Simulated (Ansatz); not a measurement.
C₂H₁₀AlNSi (`[CH3][AlH][CH2]N[SiH3]`), 15 atoms. Total charge 0; spin multiplicity 1. All runs use 4 threads of an Intel Xeon Platinum 8175M on a shared host. Correlated methods freeze the cores.

Question: Give the basis size and wall time and peak host memory of each of these runs in Ansatz. RHF-CCSD(T)/def2-TZVPP energy; RKS PBE0-D4/def2-TZVPP energy; RHF-CCSD(T)/def2-SVP energy; RKS PBE0-D4/def2-TZVP relaxation (6 steps); RKS PBE0-D4/def2-SVP energy; direct RPA on PBE orbitals/def2-TZVPP energy; RKS HSE06 (plane-wave form)-D4/def2-TZVPP energy; RKS ωB97M-V/def2-SVP energy; RKS PBE0-D4/def2-TZVP frequencies; RHF-MP2/def2-QZVPP energy; RKS PBE0-D4/def2-QZVPP energy; RKS LC-ωPBE/def2-TZVPP energy. (Best estimate.)

Answer: Ansatz gave: Other jobs shared the machine, so times are rough.

| level | job | functions | wall time | peak host memory (GiB) |
| --- | --- | --- | --- | --- |
| RKS PBE0-D4/def2-SVP | energy | 128 | 2.8 s | 0.34 |
| RKS LC-ωPBE/def2-TZVPP | energy | 317 | 4.2 s | 0.76 |
| RKS PBE0-D4/def2-TZVPP | energy | 317 | 4.8 s | 0.98 |
| RKS HSE06 (plane-wave form)-D4/def2-TZVPP | energy | 317 | 5.5 s | 1 |
| RHF-CCSD(T)/def2-SVP | energy | 128 | 7.5 s | 0.76 |
| RKS ωB97M-V/def2-SVP | energy | 128 | 10 s | 0.47 |
| direct RPA on PBE orbitals/def2-TZVPP | energy | 317 | 15 s | 1 |
| RKS PBE0-D4/def2-QZVPP | energy | 611 | 30 s | 2.6 |
| RKS PBE0-D4/def2-TZVP | relaxation (6 steps) | 227 | 31 s | 0.7 |
| RHF-MP2/def2-QZVPP | energy | 611 | 38 s | 5.3 |
| RKS PBE0-D4/def2-TZVP | frequencies | 227 | 9 min | 0.74 |
| RHF-CCSD(T)/def2-TZVPP | energy | 317 | 9.2 min | 4.4 |

LC-ωPBE has ω = 0.4 bohr⁻¹.
